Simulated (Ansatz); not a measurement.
`N[SiH2]C[SiH2]Cl`, relaxed with RKS PBE0-D4/def2-TZVP in Ansatz 0.2.0 from a PBE-D4/def2-SVP geometry. The force threshold is 0.005 eV/Å; the program also tests the step.

The species carries charge 0 and has multiplicity 1.

Start:

```xyz
13

N     0.905   -0.618    2.271
Si   -0.285   -0.415    1.003
C     0.548    0.427   -0.477
Si   -0.500    0.561   -2.027
Cl   -2.376    1.349   -1.538
H     1.701   -1.238    2.095
H     0.549   -0.790    3.216
H    -1.367    0.448    1.584
H    -0.925   -1.686    0.480
H     1.456   -0.158   -0.752
H     0.896    1.435   -0.164
H     0.121    1.475   -3.046
H    -0.722   -0.791   -2.643
```

(1) By how much does the energy fall, and how many steps does the optimiser take? (Best estimate.)

(2) Which bonds change most? (An estimate is asked.)

(3) Give the relaxed structure. (An estimate is asked.)

Results:

(1) Ansatz gave: 1.46 kcal/mol, in 8 steps, 1 of them rejected.

(2) The calculation gave: N1–Si2 from 1.751 to 1.721 Å; Si4–Cl5 from 2.093 to 2.063 Å; Si2–C3 from 1.896 to 1.873 Å; C3–Si4 from 1.877 to 1.855 Å.

(3) The calculation gave: 
```xyz
13

N     0.882   -0.651    2.239
Si   -0.276   -0.433    0.985
C     0.532    0.434   -0.465
Si   -0.499    0.559   -2.002
Cl   -2.319    1.424   -1.563
H     1.702   -1.216    2.089
H     0.560   -0.738    3.190
H    -1.367    0.386    1.567
H    -0.872   -1.698    0.456
H     1.436   -0.125   -0.740
H     0.853    1.432   -0.151
H     0.143    1.410   -3.035
H    -0.775   -0.783   -2.570
```
